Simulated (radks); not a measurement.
Os0.5+, configuration [Xe] 4f14 5d(up 3, down 3) 6s(up 1, down 0.5) (fractional occupations, a model configuration).

Method: scalar-relativistic Kohn-Sham, BLYP, spin-polarised, spherical densities, point nucleus; computed with a radial shooting solver on a logarithmic mesh with Libxc functionals.

Energy parts (hartree):
total: -17254.6904
kinetic: 19130.1125
electron-nucleus: -42756.6402
Hartree: 6710.8507
exchange-correlation: -339.0135

Orbitals (lengths in bohr, moments of r in powers of bohr; <r^-3> diverges for s and p1/2; r(max) is where P^2 peaks):
orbital,occ.,eigenvalue (hartree),<1/r>,r(max),<r^2>,<r^-3>
1s up,1,-2715.485,90.52,0.01102,0.0004332,-
1s down,1,-2715.485,90.52,0.01102,0.0004332,-
2s up,1,-473.0399,21.18,0.06338,0.006639,-
2s down,1,-473.0398,21.18,0.06338,0.006639,-
2p up,3,-411.8829,19.05,0.05219,0.005531,21910
2p down,3,-411.8828,19.05,0.05219,0.005531,21910
3s up,1,-110.1804,7.848,0.1787,0.04298,-
3s down,1,-110.1803,7.848,0.1787,0.04298,-
3p up,3,-92.22821,7.212,0.1774,0.04388,4937
3p down,3,-92.22804,7.212,0.1774,0.04388,4937
3d up,5,-72.18500,6.804,0.1444,0.03637,626.0
3d down,5,-72.18485,6.804,0.1444,0.03637,626.0
4s up,1,-23.35109,3.347,0.4047,0.2104,-
4s down,1,-23.35082,3.347,0.4047,0.2104,-
4p up,3,-17.46406,3.033,0.4251,0.2400,1163
4p down,3,-17.46375,3.033,0.4251,0.2400,1163
4d up,5,-10.16024,2.707,0.4345,0.2768,127.3
4d down,5,-10.15987,2.707,0.4345,0.2768,127.3
5s up,1,-3.50341,1.337,0.9128,1.136,-
5s down,1,-3.50278,1.337,0.9129,1.135,-
4f up,7,-2.04543,2.240,0.4054,0.3825,22.94
4f down,7,-2.04498,2.240,0.4054,0.3824,22.94
5p up,3,-2.00635,1.128,1.030,1.551,180.3
5p down,3,-2.00527,1.129,1.030,1.548,180.5
5d up,3,-0.36739,0.7359,1.358,3.866,9.394
5d down,3,-0.36196,0.7395,1.355,3.829,9.503
6s up,1,-0.35419,0.4403,2.438,9.391,-
6s down,0.5,-0.34360,0.4391,2.435,9.497,-

The highest occupied level is 6s down at -9.350 eV. Summed over all electrons, <r^2> = 59.54 bohr^2, which gives a Langevin (diamagnetic) susceptibility term of -47.2 x 10^-6 cm^3/mol. The density falls to 0.001 e/bohr^3 at r = 4.40 bohr. Spin moment in Bohr magnetons: 0.5.
